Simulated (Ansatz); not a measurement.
Total energies of Mg₇O₇ (the lowest singlet isomer of a short search) from Ansatz at PBE0-D4/def2-SVP, gas phase (1 Eh = 27.2114 eV = 2625.5 kJ/mol). The reference geometry is relaxed at r2SCAN-D4/def2-SVP.

Cartesian coordinates in Å:
```
Mg 2.4732 -2.6722 -1.3511
Mg -0.0228 -3.9442 0.6638
Mg -3.0978 1.1738 2.0473
Mg 1.4218 3.4301 -1.5893
Mg -2.5377 -2.2186 2.1992
Mg 3.1316 0.5640 -2.3582
Mg -1.3684 3.6667 0.3879
O 3.2439 -1.2347 -2.1467
O 2.6641 2.3172 -2.3053
O -1.4943 -3.6078 1.6725
O -3.2767 -0.5830 2.4666
O -2.5870 2.7945 1.4108
O 0.0148 4.1393 -0.6885
O 1.4354 -3.8251 -0.4091
```

| state | geometry | energy (Eh) |
| --- | --- | --- |
| charge 0 singlet | reference | -1925.50441 |
| charge 1 doublet | reference | -1925.20977 |
| charge -1 doublet | reference | -1925.53112 |
| free Mg atom (singlet) | – | -199.88967 |
| free O atom (triplet) | – | -74.92490 |

(1) Work out the vertical ionisation energy to the doublet.

(2) Work out the vertical electron affinity, to the doublet.

(3) Give the fundamental gap IE − EA, the Mulliken electronegativity (IE + EA)/2 and the hardness (IE − EA)/2.

(4) What is the binding energy per atom against free atoms?

(1) E(charge 1 doublet) − E(charge 0 singlet) = -1925.20977 − (-1925.50441) = 0.29464 Eh = 8.02 eV. For comparison, −ε of the highest occupied level is 6.84 eV at this level, 1.18 eV less.

(2) E(charge 0 singlet) − E(charge -1 doublet) = -1925.50441 − (-1925.53112) = 0.02671 Eh = 0.73 eV. The basis lacks diffuse functions, which makes affinities too small.

(3) From the values in Eh: IE − EA = 0.29464 − 0.02671 = 0.26793 Eh = 7.29 eV; (IE + EA)/2 = 4.37 eV; (IE − EA)/2 = 3.65 eV. The HOMO–LUMO gap of the same run is 5.16 eV, 2.13 eV smaller than the fundamental gap.

(4) Atoms: 7 × (-199.88967) + 7 × (-74.92490) = -1923.70199 Eh. Binding: -1923.70199 − (-1925.50441) = 1.80242 Eh = 49.05 eV, or 3.50 eV for each of 14 atoms (no zero-point energy, no counterpoise term).

At PBE0-D4/def2-SVP the highest occupied level of the charge -1 doublet lies above zero (up to 0.23 eV). By energy differences its removal costs 0.73 eV (vertical, to the charge 0 singlet, at PBE0-D4/def2-SVP); self-interaction error and the lack of diffuse functions both raise the level.  

The structure comes from a short search, and lower isomers may exist.
